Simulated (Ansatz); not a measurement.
Relaxation of H$_{4}$OSSi$_{2}$ (8 atoms, charge 0, multiplicity 1), to a largest force component of 0.02 eV/Å in at most 40 steps.

Theory: RKS PBE0-D4/6-31G (Ansatz 0.2.0).

```xyz
8
Properties=species:S:1:pos:R:3:forces:R:3
O 0.021 1.916 -0.619 -0.70 2.76 -3.92
Si -0.160 0.773 0.512 0.25 -0.02 3.57
Si 0.678 -1.246 0.119 3.99 -1.79 0.53
S -1.210 -0.739 -0.484 -5.57 -1.54 -2.34
H -0.600 1.825 -1.423 1.42 0.54 1.36
H -0.899 1.185 1.733 0.23 0.21 0.23
H 1.570 -1.491 -1.072 0.14 0.04 0.39
H 0.693 -2.280 1.179 0.24 -0.21 0.18
```

Where does it end, and by what steps?

The forces met the threshold. Limits of this set-up: no polarisation functions. After 11 steps the energy has fallen by 1.297 eV; H5 moved furthest, 0.63 Å.

```csv
step,energy less start (eV),largest force component (eV/Å),accepted
0,0.0000,5.570,yes
1,-0.9922,1.690,yes
2,-1.2111,0.554,yes
3,-1.1435,1.486,no
4,-1.2507,0.280,yes
5,-1.2710,0.202,yes
6,-1.2874,0.326,yes
7,-1.2716,0.424,no
8,-1.2960,0.034,yes
9,-1.2963,0.022,yes
10,-1.2964,0.115,yes
11,-1.2965,0.004,yes
```

```xyz
8
Properties=species:S:1:pos:R:3
O -0.223 2.092 -0.552
Si -0.422 0.698 0.425
Si 0.682 -1.297 0.099
S -1.566 -1.069 -0.384
H -0.025 2.063 -1.499
H -0.842 1.226 1.751
H 1.525 -1.525 -1.116
H 0.964 -2.246 1.220
```

Whether the end is a true minimum wasn't checked by a vibrational analysis.

Time of the run: 32 s on 1 thread of Intel(R) Xeon(R) Processor @ 2.70GHz (shared host), peak memory 0.14 GiB.
